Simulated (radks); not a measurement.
Valence configurations of Nd IV (all share [Xe]). All-electron calculation, scalar-relativistic Kohn-Sham, PBE, spin-polarised, spherical densities, finite nucleus; open shells are filled with parallel spins first (spin-orbit coupling, left out, can overturn this in heavy ions); Fermi nuclear charge, rms radius 4.9123 fm. Program: a radial shooting solver on a logarithmic mesh with Libxc functionals. Energies are relative to 4f3; eigenvalues in eV for spin up.

| valence | E (eV) | moment (Bohr magnetons) | e(4f) | e(5d) | e(6p) | e(6s) |
|---|---|---|---|---|---|---|
| 4f3 | 0.000 | 3 | -31.694 | - | - | - |
| 4f2 5d1 | 9.610 | 3 | -38.325 | -26.419 | - | - |
| 4f2.5 6s0.5 | 5.931 | 3 | -36.404 | - | - | -22.828 |
| 4f2 6p1 | 18.822 | 3 | -42.390 | - | -19.503 | - |
| 4f1.5 5d1 6s0.5 | 18.463 | 3 | -43.439 | -28.437 | - | -23.807 |
| 4f1.5 6s0.5 6p1 | 28.720 | 3 | -47.600 | - | -20.466 | -25.844 |
| 4f2 6s1 | 13.661 | 3 | -41.387 | - | - | -24.110 |
| 4f2.5 5d0.5 | 4.232 | 3 | -34.929 | -25.398 | - | - |
| 4f1 5d2 | 24.125 | 3 | -45.534 | -28.425 | - | - |
| 4f1 5d1 6s1 | 29.331 | 3 | -48.785 | -30.485 | - | -25.017 |

NIST lists [Xe] 4f3 as the ground configuration; this level of theory agrees among the configurations tried. The energies are those of spherical high-spin densities, not of single terms.
